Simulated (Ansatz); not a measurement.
Relaxation of C$_{2}$H$_{9}$FOSi$_{2}$ (15 atoms, charge 0, multiplicity 1), to a largest force component of 0.015 eV/Å in at most 40 steps.

Level of theory: RKS LDA/def2-SVP in Ansatz.

```xyz
15
Properties=species:S:1:pos:R:3
C 0.713 -2.637 0.639
Si 0.379 -1.230 -0.584
Si -0.116 0.731 0.534
F -1.315 0.566 1.466
C -0.461 2.059 -0.727
O -0.841 3.376 -0.216
H 0.916 -3.529 0.116
H -0.180 -2.746 1.245
H 1.510 -2.354 1.334
H -0.742 -1.575 -1.467
H 1.582 -1.046 -1.410
H 1.079 1.120 1.438
H 0.368 2.249 -1.358
H -1.298 1.744 -1.349
H -1.617 3.222 0.368
```

Task: Where does it end, and by what steps?

Result: It converged. After 13 steps the energy has fallen by 0.638 eV; H15 moved furthest, 0.62 Å.

| step | energy less start (eV) | largest force component (eV/Å) | accepted |
| --- | --- | --- | --- |
| 0 | 0.0000 | 4.480 | yes |
| 1 | -0.4379 | 2.252 | yes |
| 2 | -0.5766 | 0.372 | yes |
| 3 | -0.5906 | 0.249 | yes |
| 4 | -0.6013 | 0.089 | yes |
| 5 | -0.6117 | 0.105 | yes |
| 6 | -0.6197 | 0.468 | yes |
| 7 | -0.6291 | 0.235 | yes |
| 8 | -0.6352 | 0.077 | yes |
| 9 | -0.6327 | 0.310 | no |
| 10 | -0.6369 | 0.035 | yes |
| 11 | -0.6380 | 0.039 | yes |
| 12 | -0.6382 | 0.025 | yes |
| 13 | -0.6383 | 0.013 | yes |

```xyz
15
Properties=species:S:1:pos:R:3
C 0.653 -2.623 0.718
Si 0.387 -1.299 -0.582
Si 0.056 0.810 0.350
F -1.301 0.757 1.296
C -0.455 2.217 -0.792
O -1.079 3.167 0.028
H 0.802 -3.616 0.244
H -0.227 -2.685 1.391
H 1.547 -2.394 1.335
H -0.810 -1.623 -1.444
H 1.585 -1.192 -1.498
H 1.178 1.239 1.262
H 0.426 2.685 -1.287
H -1.113 1.840 -1.621
H -1.671 2.666 0.629
```

Time of the run: 27 s on 2 threads of Intel(R) Xeon(R) Platinum 8488C (Sapphire Rapids) (shared host), peak memory 0.2 GiB.
